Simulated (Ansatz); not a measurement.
Reaction (substitution at a C–Si bond): `C[SiH](F)Cl` + `CO[SiH2]S[SiH2]O` → `CO[SiH2]S[SiH2]OC` + `F[SiH2]Cl`

Isolated molecules relaxed with PBE0-D4/def2-TZVP in Ansatz; ΔE leaves out vibrations. CBS: MP2 limit from def2 TZ/QZ plus the TZ coupled-cluster correction, frozen cores. This one scheme is used for every species. DFT in def2-TZVPP. Each species was taken in one conformer, which may not be the lowest.

`C[SiH](F)Cl`:

```xyz
8

C    -0.875    0.038    0.507
Si    0.711    0.089   -0.432
F     1.888    0.550    0.539
Cl    1.181   -1.775   -1.131
H    -1.115    1.029    0.900
H    -1.691   -0.285   -0.142
H    -0.802   -0.660    1.344
H     0.703    1.013   -1.585
```

`CO[SiH2]S[SiH2]O`:

Z-matrix (Å, degrees):
```
C
O 1 1.418
H 1 1.090 2 108.0
H 1 1.094 2 111.0 3 119.6
H 1 1.095 2 111.0 3 -119.1
Si 2 1.651 1 121.6 3 174.1
S 6 2.126 2 111.1 1 66.5
H 6 1.484 2 110.7 1 -51.7
H 6 1.479 2 104.2 1 -173.3
Si 7 2.151 6 95.2 2 60.3
O 10 1.637 7 111.8 6 -56.0
H 10 1.485 7 107.6 6 66.4
H 10 1.478 7 106.9 6 -173.9
H 11 0.965 10 115.1 7 45.9
```

`CO[SiH2]S[SiH2]OC`:

Z-matrix (Å, degrees):
```
C
O 1 1.410
H 1 1.091 2 108.2
H 1 1.095 2 111.2 3 119.0
H 1 1.096 2 111.7 3 -119.5
Si 2 1.641 1 123.0 3 167.6
S 6 2.118 2 108.4 1 -167.2
H 6 1.486 2 112.2 1 74.5
H 6 1.489 2 108.3 1 -45.6
Si 7 2.146 6 101.2 2 33.3
O 10 1.633 7 115.0 6 62.5
H 10 1.482 7 109.9 6 -62.0
H 10 1.478 7 103.1 6 178.1
C 11 1.408 10 125.9 7 -82.5
H 14 1.091 11 108.2 10 -155.8
H 14 1.095 11 110.8 10 85.3
H 14 1.095 11 111.7 10 -36.0
```

`F[SiH2]Cl`:

```xyz
5

F     0.772    0.544    1.283
Si   -0.061   -0.071    0.076
Cl    0.561    0.793   -1.659
H    -1.485    0.253    0.286
H     0.214   -1.518    0.014
```

```
            species  PBE energy (Eh)
      `C[SiH](F)Cl`       -889.77221
 `CO[SiH2]S[SiH2]O`      -1170.10185
`CO[SiH2]S[SiH2]OC`      -1209.34579
        `F[SiH2]Cl`       -850.47887
```

(1) Work out ΔE.

Largest T1 diagnostic among the species: 0.012.

Results:

(1) ΔE = (-1209.34579) + (-850.47887) − (-889.77221) − (-1170.10185) = 0.04940 Eh = +1.34 eV. CCSD(T)/CBS gives +1.33 eV.

In def2-TZVPP, CCSD(T) changes the Hartree–Fock value by +0.19 eV (the triples alone add +0.02 eV) and MP2 by +0.27 eV.
